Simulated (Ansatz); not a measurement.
Input file for `[NH]=[Ta]([OH])([OH])[Cl]`:

```yaml
crystal:
  periodic: [false, false, false]
  atoms:
    - {symbol: N, position_ang: [-0.826899, 0.881897, 0.863543]}
    - {symbol: Ta, position_ang: [0.123901, 0.078154, -0.380850]}
    - {symbol: O, position_ang: [1.873236, -0.238215, 0.288915]}
    - {symbol: O, position_ang: [-0.682114, -1.593120, -0.788318]}
    - {symbol: Cl, position_ang: [0.203698, 1.429506, -2.269683]}
    - {symbol: H, position_ang: [-1.374372, 1.364479, 1.555347]}
    - {symbol: H, position_ang: [2.263425, 0.004790, 1.128376]}
    - {symbol: H, position_ang: [-1.488676, -1.984491, -0.453228]}
basis:
  gaussian: {orbitals: def2-TZVPP}
correlation: {method: ccsd_t}
output: {orbitals: {seedname: orbitals}}
```

```sh
$ ansatz run in.yaml --threads 4 --pin off --events-out ev --progress --plain
```

Log, shortened:

```
Functional definition: HF
1453 factors; integrals over basis functions are off by at most 7.6e-4 eV
mean field evaluation 1: about -19640.9969 eV, gradient 7.2e1 eV
mean field evaluation 2: about -19641.1812 eV, gradient 7.2e1 eV
mean field evaluation 4: about -19650.3909 eV, gradient 9.0e0 eV
mean field evaluation 8: about -19650.6033 eV, gradient 8.6e-1 eV
mean field -19650.60526643 eV, -722.1464238825 hartree, gradient 2.0e-6 eV, S^2 0.000000; 0 other end points of the search recorded, 0 dependent functions left out
8 core orbitals not correlated: weight in the atoms' cores, before any rotation towards them, 1.000 or more for the frozen orbitals, at most 0.000 for the correlated occupied ones
reference -19650.60526643 eV, -722.1464238825 hartree; 20, 20 occupied and 205, 205 virtual orbitals, 1453 factors
second order -35.23481813 eV of doubles, -0.00000000 eV of singles
cycle   1  -33.66005280 eV  change     1.6e0 eV  update   2.0e-1
cycle   2  -34.70067618 eV  change    -1.0e0 eV  update   1.0e-1
cycle   3  -34.98478635 eV  change   -2.8e-1 eV  update   3.3e-2
cycle   4  -34.97966086 eV  change    5.1e-3 eV  update   1.2e-2
cycle   5  -34.96472105 eV  change    1.5e-2 eV  update   3.5e-3
cycle   6  -34.96639547 eV  change   -1.7e-3 eV  update   1.4e-3
cycle   7  -34.96661623 eV  change   -2.2e-4 eV  update   5.4e-4
cycle   8  -34.96626281 eV  change    3.5e-4 eV  update   2.1e-4
cycle   9  -34.96632930 eV  change   -6.6e-5 eV  update   9.1e-5
cycle  10  -34.96642003 eV  change   -9.1e-5 eV  update   4.1e-5
cycle  11  -34.96633407 eV  change    8.6e-5 eV  update   1.9e-5
cycle  12  -34.96633494 eV  change   -8.7e-7 eV  update   8.2e-6
perturbative correction -1.68920690 eV, -0.0620772085 hartree
Total energy: -19687.26080826 eV, -723.4934901990 hartree
```

Hardware: 4 threads of a server CPU on a shared host. Wall time 2.1 min, peak host memory 4.8 GiB.

The correlation energy is -36.656 eV, 4.6 % of it from (T); the T1 diagnostic reads 0.0183.
